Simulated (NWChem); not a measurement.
Species: GeNH4Cl; SMILES [GeH2]([NH2])[Cl]

```xyz
7

Ge     0.4090    -0.4523     0.0533
N     -0.9692    -1.6584     0.1866
Cl    -0.2534     1.6169    -0.3653
H      1.2925    -0.8546    -1.1412
H      1.1333    -0.3903     1.4100
H     -1.6091    -1.4638     0.9526
H     -1.5076    -1.7587    -0.6702
```
Atoms are numbered in this order, from 1.

Results from NWChem. Structure relaxed at the B3LYP/6-31G* (spherical d) level. GIAO values for the isolated, static molecule; σ is the absolute isotropic shielding, δ = σ(reference) − σ with the isolated reference molecule computed at the same levels (1H: tetramethylsilane, 15N: ammonia).

For level KT2/pcSseg-1:

```yaml
"σ Ge1 (ppm)": 1322.0
"δ N2 (ppm)": 44.8
```

Problem. How do the values read with level PBE/pcSseg-1 instead?

Solution. The σ Ge1 (ppm) is 1256.6. The δ N2 (ppm) is 47.5.
